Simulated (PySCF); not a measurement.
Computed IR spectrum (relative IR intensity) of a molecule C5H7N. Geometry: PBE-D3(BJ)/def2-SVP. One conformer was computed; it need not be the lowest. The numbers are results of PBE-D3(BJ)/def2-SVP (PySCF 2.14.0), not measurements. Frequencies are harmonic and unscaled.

ν (cm⁻¹): 85 (w), 209 (w), 218 (w), 453 (w), 640 (w), 685 (vw), 769 (w), 890 (vw), 917 (w), 927 (s), 979 (m), 991 (m), 1046 (m), 1134 (w), 1201 (vw), 1242 (m), 1289 (w), 1371 (w), 1386 (s), 1409 (s), 1591 (s), 1649 (w), 2973 (vs), 2985 (m), 3029 (m), 3048 (m), 3077 (w), 3096 (m), 3186 (w) (against the strongest line: vs over 80 %, s over 45 %, m over 15 %, w over 4 %, vw less)

**Question.** Pick the molecule that these values belong to.
A. C#C/C(C)=N\C
B. C=C/C=N/C=C
C. C=CC1=NCC1
D. C#CC1(N)CC1

**Answer.** C, C=CC1=NCC1
